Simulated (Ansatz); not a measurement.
Ansatz results at the PBE0-D4/def2-TZVP geometry: size of the dipole moment (ωB97M-V/def2-TZVPP) 0.56 D; HOMO–LUMO gap (ωB97M-V/def2-TZVPP) 10.06 eV; LUMO energy (B3LYP/def2-TZVPP) -3.09 eV.

Problem. Which molecule gave them?
A. `[NH2][Y]([OH])[OH]`
B. `[NH2][Y]([NH2])[F]`
C. `[F][Y]([Cl])[Cl]`
D. `C[O][Y]([NH2])[O]C`

Solution. C. The others give `[NH2][Y]([NH2])[F]`: 2.05, 8.87, -1.82; `C[O][Y]([NH2])[O]C`: 0.26, 8.74, -1.64; `[NH2][Y]([OH])[OH]`: 0.77, 8.78, -1.61.

B3LYP here is the variant with VWN-RPA as its local correlation; programs differ in this.
